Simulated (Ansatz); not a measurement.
Consider the formal hydrolysis of the Sn–F bond: `C[N](C)[Sn][F]` + H₂O → `C[N](C)[Sn][OH]` + H–F.

Calculated with Ansatz (gas phase, PBE0-D4/def2-TZVP geometries, no zero-point term in ΔE). CCSD(T)/CBS adds triple-zeta CCSD(T) − MP2 to the extrapolated MP2 energy (def2 sets, frozen cores). This one scheme is used for every species. DFT in def2-TZVPP. Elements past krypton have def2 core potentials. For Sn outer-core shells are correlated without core-valence functions, which leaves a few kJ/mol of doubt a bond. One conformer a species, not always the lowest.

| species | BHLYP energy (Eh) |
| --- | --- |
| `C[N](C)[Sn][F]` | -448.67624 |
| H₂O | -76.42312 |
| `C[N](C)[Sn][OH]` | -424.62500 |
| H–F | -100.45182 |

Work out ΔE.

ΔE = (-424.62500) + (-100.45182) − (-448.67624) − (-76.42312) = 0.02254 Eh = +59.2 kJ/mol. CCSD(T)/CBS gives +51.0 kJ/mol.

Largest T1 diagnostic among the species: 0.017.

In def2-TZVPP, CCSD(T) changes the Hartree–Fock value by −12.3 kJ/mol (the triples alone add −1.6 kJ/mol) and MP2 by −15.1 kJ/mol. Leaving LDA and LC-ωPBE aside and taking each functional with its dispersion term where it has one, the values, not all of them listed here, spread over 9.6 kJ/mol, from PBE-QIDH to B97M-V. LDA lies −5.5 kJ/mol from PBE without D4.
